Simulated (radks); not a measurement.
Values are calculated unless marked as measured or tabulated.
Question: Mo II, 41 electrons, occupied as [Kr] 4d5 (the NIST ground configuration). Level of theory: Dirac Kohn-Sham, Slater X-alpha with alpha = 0.679, spin-unpolarised, spherical densities, finite nucleus; open shells fill j = l - 1/2 first; Fermi nuclear charge, rms radius 4.4091 fm (a radial shooting solver on a logarithmic mesh with Libxc functionals). Some entries of the table are withheld. Estimate them.

orbital  occ.  eigenvalue (hartree)  <r^2> (bohr^2)  <1/r> (bohr^-1)
1s1/2       2                   (1)        0.001672            43.50
2s1/2       2             -102.9377         0.02784            9.902
2p1/2       2             -94.79043             (2)            9.886
2p3/2       4             -90.87833             (3)            9.413
3s1/2       2             -17.66951          0.2114            3.386
3p1/2       2             -14.56478             (4)            3.288
3p3/2       4             -13.91998             (5)            3.174
3d3/2       4              -8.40683          0.2057            2.987
3d5/2       6              -8.28459          0.2091            2.957
4s1/2       2              -2.57219             (6)            1.239
4p1/2       2              -1.68809             (7)            1.114
4p3/2       4              -1.59551             (8)            1.080
4d3/2       4              -0.35451             (9)           0.7135
4d5/2       1              -0.34669            (10)           0.7044

Answer: 
(1) 1s1/2 eigenvalue (hartree): -727.4834
(2) 2p1/2 <r^2> (bohr^2): 0.02100
(3) 2p3/2 <r^2> (bohr^2): 0.02237
(4) 3p1/2 <r^2> (bohr^2): 0.2093
(5) 3p3/2 <r^2> (bohr^2): 0.2197
(6) 4s1/2 <r^2> (bohr^2): 1.392
(7) 4p1/2 <r^2> (bohr^2): 1.702
(8) 4p3/2 <r^2> (bohr^2): 1.794
(9) 4d3/2 <r^2> (bohr^2): 4.482
(10) 4d5/2 <r^2> (bohr^2): 4.600
